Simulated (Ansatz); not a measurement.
`[OH][Sn][N]([SiH3])[SiH3]`, charge 0, multiplicity 1.

Question: Give a relaxed structure at PBE0-D4/def2-TZVP (Ansatz). (Best estimate.)

Answer: Computed: 
Cartesian coordinates in Å:
```
O -2.557 -1.488 0.697
Sn -0.945 -1.137 1.781
N 0.136 -0.064 0.358
Si 1.681 0.542 0.842
Si -0.399 0.196 -1.264
H -2.644 -1.055 -0.158
H 2.782 0.029 -0.020
H 1.738 2.029 0.814
H 1.925 0.085 2.241
H -1.874 0.420 -1.306
H -0.105 -0.961 -2.152
H 0.262 1.403 -1.833
```
This is one stationary point; other conformers may exist.
